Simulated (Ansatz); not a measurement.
Consider the redistribution: `[F][AlH][CH2][SiH3]` + `C[S][Zn][F]` → `C[S][AlH][F]` + `[F][Zn][CH2][SiH3]`.

Calculated with Ansatz (gas phase, PBE0-D4/def2-TZVP geometries, no zero-point term in ΔE). CBS: MP2 limit from def2 TZ/QZ plus the TZ coupled-cluster correction, frozen cores. This one scheme is used for every species. Functionals use def2-TZVPP. For Zn outer-core shells are correlated without core-valence functions, which leaves a few kJ/mol of doubt a bond. Scalar relativity is left out up to krypton. One conformer a species, not always the lowest.

```json
{"level": "PBE-D4", "ΔE (kcal/mol)": "-5.4"}
{"level": "PBE0-D4", "ΔE (kcal/mol)": "-4.7"}
{"level": "r2SCAN", "ΔE (kcal/mol)": "-5.0"}
{"level": "PBE0", "ΔE (kcal/mol)": "-4.7"}
{"level": "CCSD(T)/def2-TZVPP", "ΔE (kcal/mol)": "-5.8"}
{"level": "MP2/def2-QZVPP", "ΔE (kcal/mol)": "-5.5"}
{"level": "SCS-MP2/def2-QZVPP", "ΔE (kcal/mol)": "-4.9"}
{"level": "CCSD/CBS(def2)", "ΔE (kcal/mol)": "-3.8"}
```

What does CCSD(T)/CBS give? (Best estimate.)

The calculation gave: -4.4 kcal/mol. The listed levels differ from it by -1.0, -0.3, -0.6, -0.3, -1.4, -1.1, -0.5, 0.6 kcal/mol.

Largest T1 diagnostic among the species: 0.015.

In def2-TZVPP, CCSD(T) changes the Hartree–Fock value by −4.1 kcal/mol (the triples alone add −0.6 kcal/mol) and MP2 by −4.8 kcal/mol.
